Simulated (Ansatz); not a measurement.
Geometry optimisation, RKS PBE0-D4/def2-SVP (Ansatz 0.2.0).

The input (input.yaml):

```yaml
crystal:
  periodic: [false, false, false]
  atoms:
    - { symbol: Sn, position_ang: [-0.885623, 0.118349, 0.304847] }
    - { symbol: H, position_ang: [1.685907, -0.207515, 1.706544] }
    - { symbol: O, position_ang: [2.197705, -0.010505, 0.89078] }
    - { symbol: H, position_ang: [2.396045, -0.886597, 0.53604] }
    - { symbol: H, position_ang: [-0.863277, 1.276669, -1.040672] }
    - { symbol: H, position_ang: [-0.629757, -1.242501, -0.811141] }
basis:
  gaussian: { orbitals: def2-SVP }
hamiltonian:
  xc: pbe0
  dispersion: d4
relax:
  f_tol: 0.03
  max_steps: 50
```

Launched with:

```bash
$ ansatz run input.yaml --threads 1 --pin off --max-ram 2048MiB --backend cpu --events-out ev --progress --plain --runs-dir out
```

Where does it end, and by what steps?

The run converged. The force dipped under the threshold on the way, but the program's further checks kept it going. After 31 steps the energy has fallen by 0.425 eV; H4 moved furthest, 1.21 Å. Joined: Sn1–O3 (3.14 → 2.44 Å).

```json
{"step": "0", "energy less start (eV)": "0.0000", "largest force component (eV/Å)": "1.004", "accepted": "yes"}
{"step": "2", "energy less start (eV)": "-0.1889", "largest force component (eV/Å)": "2.055", "accepted": "yes"}
{"step": "4", "energy less start (eV)": "-0.3686", "largest force component (eV/Å)": "0.889", "accepted": "yes"}
{"step": "6", "energy less start (eV)": "-0.4103", "largest force component (eV/Å)": "0.180", "accepted": "yes"}
{"step": "8", "energy less start (eV)": "-0.4118", "largest force component (eV/Å)": "0.313", "accepted": "yes"}
{"step": "10", "energy less start (eV)": "-0.4164", "largest force component (eV/Å)": "0.107", "accepted": "yes"}
{"step": "12", "energy less start (eV)": "-0.4101", "largest force component (eV/Å)": "0.539", "accepted": "no"}
{"step": "14", "energy less start (eV)": "-0.4202", "largest force component (eV/Å)": "0.215", "accepted": "yes"}
{"step": "16", "energy less start (eV)": "-0.4217", "largest force component (eV/Å)": "0.062", "accepted": "yes"}
{"step": "18", "energy less start (eV)": "-0.4228", "largest force component (eV/Å)": "0.055", "accepted": "yes"}
{"step": "20", "energy less start (eV)": "-0.4200", "largest force component (eV/Å)": "0.492", "accepted": "no"}
{"step": "22", "energy less start (eV)": "-0.4236", "largest force component (eV/Å)": "0.141", "accepted": "no"}
{"step": "24", "energy less start (eV)": "-0.4242", "largest force component (eV/Å)": "0.060", "accepted": "yes"}
{"step": "26", "energy less start (eV)": "-0.4246", "largest force component (eV/Å)": "0.007", "accepted": "yes"}
{"step": "28", "energy less start (eV)": "-0.4248", "largest force component (eV/Å)": "0.061", "accepted": "yes"}
{"step": "30", "energy less start (eV)": "-0.4250", "largest force component (eV/Å)": "0.064", "accepted": "yes"}
{"step": "31", "energy less start (eV)": "-0.4251", "largest force component (eV/Å)": "0.029", "accepted": "yes"}
```

```xyz
6
Properties=species:S:1:pos:R:3
Sn -0.804 0.230 0.368
H 1.713 -0.880 1.261
O 1.533 0.047 1.054
H 1.997 0.207 0.222
H -0.017 0.888 -1.102
H -0.521 -1.444 -0.217
```

Whether the end is a true minimum wasn't checked by a vibrational analysis.

Run time: 96 s on 1 thread of Arm Neoverse N1 (shared host), peak memory 0.11 GiB.
